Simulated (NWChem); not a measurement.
System: C₃H₆Ge; SMILES C=C=[CH][GeH3]

```xyz
10

C      0.4523    -2.9028     0.0010
C     -0.2210    -1.7693     0.0002
C     -0.8584    -0.6175    -0.0007
Ge     0.0933     1.0931    -0.0022
H      0.7417    -3.3965     0.9440
H      0.7413    -3.3980    -0.9414
H     -1.9643    -0.6024    -0.0005
H     -0.3006     1.9136    -1.2596
H     -0.2968     1.9138     1.2563
H      1.6144     0.8137    -0.0043
```
Atoms are numbered in this order, from 1.

All runs: NWChem. Pople sets run with spherical d functions. Geometry: optimised at PBE-D3(BJ)/def2-SVP. Vzz is the largest principal value of the second derivative of the potential at the nucleus (NWChem prints the opposite sign); η is the asymmetry. Non-relativistic.

For level PBE0/6-31G*:

```yaml
Vzz Ge4 (a.u.): 0.368
```

Task: What are these values for level PBE0/def2-SVP?

Result: 
- Vzz Ge4 (a.u.): 0.403
